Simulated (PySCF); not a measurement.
## Orbital picture of MgSn⁺

B97-3 at R = 2.957 Å; basis Mg x2c-SVPall, Sn x2c-SVPall; spin-free X2C with a Gaussian nucleus; PySCF 2.14. State: ²Π (doublet), unpaired electrons π ↑. Only the outer orbitals are listed, counted within each symmetry.

```json
{"spin": "α", "orbital": "2δ", "occ.": "1", "ε (eV)": "-34.43", "on Mg (%)": "0", "main shells (%)": "100 Sn d"}
{"spin": "α", "orbital": "6π", "occ.": "1", "ε (eV)": "-34.39", "on Mg (%)": "0", "main shells (%)": "100 Sn d"}
{"spin": "α", "orbital": "2δ", "occ.": "1", "ε (eV)": "-34.31", "on Mg (%)": "0", "main shells (%)": "100 Sn d"}
{"spin": "α", "orbital": "6π", "occ.": "1", "ε (eV)": "-34.11", "on Mg (%)": "0", "main shells (%)": "100 Sn d"}
{"spin": "α", "orbital": "12σ", "occ.": "1", "ε (eV)": "-34.10", "on Mg (%)": "0", "main shells (%)": "100 Sn d"}
{"spin": "α", "orbital": "13σ", "occ.": "1", "ε (eV)": "-17.38", "on Mg (%)": "9", "main shells (%)": "91 Sn s"}
{"spin": "α", "orbital": "14σ", "occ.": "1", "ε (eV)": "-11.31", "on Mg (%)": "61", "main shells (%)": "59 Mg s, 34 Sn p"}
{"spin": "α", "orbital": "7π", "occ.": "1", "ε (eV)": "-9.81", "on Mg (%)": "8", "main shells (%)": "92 Sn p"}
{"spin": "α", "orbital": "7π", "occ.": "0", "ε (eV)": "-7.87", "on Mg (%)": "12", "main shells (%)": "88 Sn p, 9 Mg p"}
{"spin": "α", "orbital": "15σ", "occ.": "0", "ε (eV)": "-7.47", "on Mg (%)": "60", "main shells (%)": "40 Sn p, 37 Mg s, 23 Mg p"}
{"spin": "α", "orbital": "8π", "occ.": "0", "ε (eV)": "-5.00", "on Mg (%)": "92", "main shells (%)": "93 Mg p"}
{"spin": "β", "orbital": "2δ", "occ.": "1", "ε (eV)": "-34.39", "on Mg (%)": "0", "main shells (%)": "100 Sn d"}
{"spin": "β", "orbital": "6π", "occ.": "1", "ε (eV)": "-34.36", "on Mg (%)": "0", "main shells (%)": "100 Sn d"}
{"spin": "β", "orbital": "2δ", "occ.": "1", "ε (eV)": "-34.18", "on Mg (%)": "0", "main shells (%)": "100 Sn d"}
{"spin": "β", "orbital": "6π", "occ.": "1", "ε (eV)": "-33.98", "on Mg (%)": "0", "main shells (%)": "100 Sn d"}
{"spin": "β", "orbital": "12σ", "occ.": "1", "ε (eV)": "-33.96", "on Mg (%)": "0", "main shells (%)": "100 Sn d"}
{"spin": "β", "orbital": "13σ", "occ.": "1", "ε (eV)": "-16.50", "on Mg (%)": "10", "main shells (%)": "90 Sn s"}
{"spin": "β", "orbital": "14σ", "occ.": "1", "ε (eV)": "-11.13", "on Mg (%)": "69", "main shells (%)": "68 Mg s, 25 Sn p"}
{"spin": "β", "orbital": "7π", "occ.": "0", "ε (eV)": "-7.74", "on Mg (%)": "13", "main shells (%)": "87 Sn p, 11 Mg p"}
{"spin": "β", "orbital": "15σ", "occ.": "0", "ε (eV)": "-7.37", "on Mg (%)": "54", "main shells (%)": "46 Sn p, 27 Mg p, 27 Mg s"}
{"spin": "β", "orbital": "7π", "occ.": "0", "ε (eV)": "-7.31", "on Mg (%)": "16", "main shells (%)": "84 Sn p, 14 Mg p"}
```

**Question.** Which are the highest filled and the lowest empty level, where do they sit, and how wide is the gap?

**Answer.** Highest filled α 7π at -9.81 eV (in %: 92 Sn p); lowest empty α 7π at -7.87 eV (in %: 88 Sn p, 9 Mg p); the gap at B97-3 is 1.94 eV. Both belong to one degenerate shell, split only by its one-sided filling, so this is no excitation gap.

| Item | Value |
| --- | --- |
| bond order (Mayer) | 1.05 |
| ⟨S²⟩ | 0.761 |
| charge on Mg (Mulliken, basis-dependent) | 0.44 |
| charge on Mg (Löwdin, basis-dependent) | 0.40 |
| dipole moment (positive dipole points towards Sn; it is taken about the centre of mass and depends on that origin) | -6.76 D |

Spin–orbit coupling is left out. The state is the lowest determinant that a PBE0 search found; another state may lie lower at other levels.
